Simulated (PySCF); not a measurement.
These are PBE-D3(BJ)/def2-TZVP (PySCF 2.14.0) values and carry that method's errors. Gas-phase values, no solvent. Delta-SCF ions had no search for a lower state. 

Reference species (SMILES): `C=C(C)[SiH3]` (neutral, multiplicity 1).

```
Quantity                                  Result
--------------------------------------  --------
LUMO                                    -1.29 eV
vertical ionisation energy (Delta-SCF)   9.50 eV
```

Changed species: `C(=C/[SiH3])/C`.

### Question
Predict the effect on the LUMO and vertical ionisation energy (Delta-SCF).

### Answer
the LUMO drops by 0.14 eV, to -1.43 eV; the vertical ionisation energy (Delta-SCF) falls by 0.11 eV, to 9.39 eV.
